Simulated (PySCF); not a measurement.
Coordinates in bohr (charge 0 multiplicity 1):
```
Mo    0.0000    0.0000    0.1040
O     0.0000    0.0000    3.1959
F     3.3419    0.0000   -0.8015
F     0.0000    3.3419   -0.8015
F    -3.3419    0.0000   -0.8015
F     0.0000   -3.3419   -0.8015
```

Level of theory: PBE0 in PySCF with Mo def2-SVP with ECP28, O def2-SVP, F def2-SVP; scalar-relativistic core potentials, no spin–orbit coupling; density-fitted integrals.

This geometry of MoOF₄ is a stationary point at this level.

**Question.** What is the point group?

**Answer.** C4v.

**Question.** Is it a minimum?

**Answer.** Yes: all harmonic wavenumbers are real.

**Question.** List the harmonic modes with their infrared intensities.

**Answer.** 
| symmetry | ω (cm⁻¹) | IR (km/mol, summed over degenerate members) |
| --- | --- | --- |
| b1 | 99 | 0.0 |
| e | 248 | 36.5 |
| a1 | 269 | 15.8 |
| e | 306 | 19.2 |
| b2 | 342 | 0.0 |
| b1 | 640 | 0.0 |
| a1 | 737 | 40.2 |
| e | 747 | 511 |
| a1 | 1136 | 136 |

**Question.** Give the ideal-gas entropy at 298.15 K and 1 bar by parts.

**Answer.** translation 174.3, rotation 102.8, vibration 57.6, spin 0.0; total 334.7 J/(mol K).

In C4v the vibrations span 2b1 + 3e + 3a1 + b2. The b1, b2 modes carry no infrared intensity, as symmetry demands.

Other isomers or separated fragments may lie lower.
